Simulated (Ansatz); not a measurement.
Basis sets compared for the cluster B₄⁺. Charge 1, multiplicity 2. Geometry B3LYP-D4/def2-TZVP. Ansatz on 4 threads of Arm Neoverse V1 on a shared host; times are rough, and most runs start from earlier orbitals.

```xyz
4

B    -0.491    0.734    0.641
B     0.491   -0.734   -0.641
B     0.784   -0.130    0.748
B    -0.784    0.130   -0.748
```

The structure comes from a short search, and lower isomers may exist.

```csv
level,functions,energy (Eh),HOMO (eV),LUMO (eV),wall time
HF/STO-3G,20,-96.8967,-13.75,-4.40,0.1 s
HF/6-31G,36,-98.0981,-15.40,-7.02,0.15 s
PBE-D4/def2-SVP,56,-98.5546,-13.44,-12.37,0.45 s
PBE0-D4/def2-SVP,56,-98.5647,-14.25,-11.36,0.45 s
```

(1) Estimate the rows for PBE-D4/def2-TZVP, PBE0-D4/def2-TZVP (with forces).

## Answers

(1) 
| level | functions | energy (Eh) | HOMO (eV) | LUMO (eV) | wall time |
| --- | --- | --- | --- | --- | --- |
| PBE-D4/def2-TZVP | 124 | -98.6607 | -13.41 | -12.34 | 0.9 s |
| PBE0-D4/def2-TZVP (with forces) | 124 | -98.6705 | -14.21 | -11.30 | 2 s |
